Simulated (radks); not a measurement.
Values are calculated unless marked as measured or tabulated.
Question: Radial electron density D(r) = 4 pi r^2 rho(r) of an atom or ion with 25 electrons. Code: a radial shooting solver on a logarithmic mesh with Libxc functionals. Model: scalar-relativistic Kohn-Sham, BLYP, spin-unpolarised, spherical densities, finite nucleus; Fermi nuclear charge, rms radius of each element as measured or else 0.836 A^(1/3) + 0.57 fm.

| r (bohr) | D(r) (e/bohr) |
|---|---|
| 0.006676 | 5.074 |
| 0.008833 | 7.861 |
| 0.01159 | 11.62 |
| 0.01534 | 16.59 |
| 0.02014 | 22.10 |
| 0.02664 | 27.47 |
| 0.03497 | 30.84 |
| 0.04627 | 30.97 |
| 0.06074 | 28.01 |
| 0.08036 | 24.74 |
| 0.1055 | 25.44 |
| 0.1396 | 30.89 |
| 0.1832 | 34.92 |
| 0.2424 | 30.40 |
| 0.3182 | 19.69 |
| 0.421 | 13.12 |
| 0.5525 | 14.89 |
| 0.7311 | 16.54 |
| 0.9596 | 12.41 |
| 1.27 | 6.313 |
| 1.667 | 2.710 |
| 2.205 | 1.219 |
| 2.894 | 0.5773 |
| 3.83 | 0.2011 |
| 5.027 | 0.04219 |
| 6.651 | 0.003835 |
| 8.73 | 0.0001384 |

What is the nuclear charge?

Answer: Z = 26. The innermost maximum, from 1s, lies near gamma/Z bohr with gamma = sqrt(1 - (Z/c)^2) = 0.982, here 0.0378 bohr (found: 0.0407), and its height grows with Z. The density is that of the iron ion Fe+ in [Ar] 3d6 4s1; the configuration itself is not fixed sharply by these data, and Z only to about a unit. D(r) has 3 maxima, at r = 0.0407, 0.186, 0.691 bohr, and minima at 0.0892, 0.442 bohr, inside which lie 2.12, 10.66 electrons.
